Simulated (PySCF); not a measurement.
Species: CrO3 (singlet state).
Cartesian coordinates in Å at the PBE0-D3(BJ)/def2-SVP level; atoms count from 1:
```
atom  x, y, z in Å
Cr1    0.019    0.005    0.295
O2     1.490   -0.016   -0.197
O3    -0.745    1.305   -0.073
O4    -0.764   -1.294   -0.025
```

Computed, not measured: TDDFT PBE0/def2-SVPD, vertical, gas phase, core orbitals frozen in the response in PySCF.

Broadening: Gaussians 0.25 eV wide at half height, area fixed by f = 4.319×10⁻⁹ ∫ε dν̃. The width is an assumption, not a result. The curve ends short of the highest state used, and states not computed would add to its high-energy end.

E (eV), ε (L mol⁻¹ cm⁻¹) and a bar:
```
     1.80          0 
     1.85          0 
     1.90          0 
     1.95          0 
     2.00          0 
     2.04          0 
     2.09          0 
     2.14          0 
     2.19          0 
     2.24          0 
     2.29          0 
     2.34          0 
     2.39          0 
     2.44          0 
     2.49          0 
     2.54          0 
     2.59          0 
     2.64          1 
     2.68          5 
     2.73         22 #
     2.78         76 ##
     2.83        206 #####
     2.88        450 ###########
     2.93        787 ###################
     2.98       1104 ###########################
     3.03       1246 ##############################
     3.08       1149 ############################
     3.13        907 ######################
     3.18        696 #################
     3.23        622 ###############
     3.28        647 ################
     3.33        655 ################
     3.37        593 ##############
     3.42        438 ###########
     3.47        261 ######
     3.52        125 ###
     3.57         48 #
     3.62         15 
     3.67          4 
     3.72          1 
     3.77          1 
     3.82          4 
     3.87         14 
     3.92         45 #
     3.97        114 ###
     4.01        207 #####
     4.06        361 #########
     4.11        511 ############
     4.16        587 ##############
     4.21        548 #############
     4.26        416 ##########
     4.31        257 ######
     4.36        132 ###
     4.41         66 ##
     4.46         63 ##
     4.51        124 ###
```

(1) Where are the band maxima, and which computed states make them?

(2) Coming from long wavelengths, where does ε first pass 100 L mol⁻¹ cm⁻¹?

(3) On this curve, what absorbance would a 10⁻⁵ mol/L sample give at 405 nm over a 1 cm path?

(4) Does any computed singlet lie in the visible range?

Answers

(1) 409 nm (3.03 eV), ε about 1200, made up of S2 (49%) and S3 (49%); 374 nm (3.31 eV), ε about 660, made up of S4 (87%); 297 nm (4.17 eV), ε about 590, made up of S7 (59%), S9 (21%) and S10 (21%) (ε in L mol⁻¹ cm⁻¹; maxima over ε = 5, shares over 10%). At its high-energy end, 4.51 eV, the curve is still rising (ε about 120, from S11 and S12). The states used: S1 2.17 eV (f 0.0000); S2 3.03 eV (f 0.0057); S3 3.03 eV (f 0.0057); S4 3.33 eV (f 0.0054); S5 3.34 eV (f 0.0002); S6 3.34 eV (f 0.0002); S7 4.15 eV (f 0.0033); S8 4.15 eV (f 0.0000); S9 4.20 eV (f 0.0012); S10 4.20 eV (f 0.0012); S11 4.70 eV (f 0.0029); S12 4.70 eV (f 0.0029); S13 5.03 eV (f 0.0003); S14 5.11 eV (f 0.018); S15 5.11 eV (f 0.018).

(2) At about 444 nm (2.79 eV), 0.62 eV above S1.

(3) 405 nm is 3.061 eV, where ε is about 1200 L mol⁻¹ cm⁻¹, so A = ε c l ≈ 0.012 (Beer–Lambert, with the gas-phase spectrum and the assumed width).

(4) 3 computed singlets (S1 to S3) lie in the visible range (380 to 750 nm), the largest f among them at 409 nm, f = 0.0057; light of that wavelength is violet, and its complementary colour is yellow-green; a Tamm–Dancoff triplet lies at 623 nm, without intensity as long as spin–orbit coupling is left out.
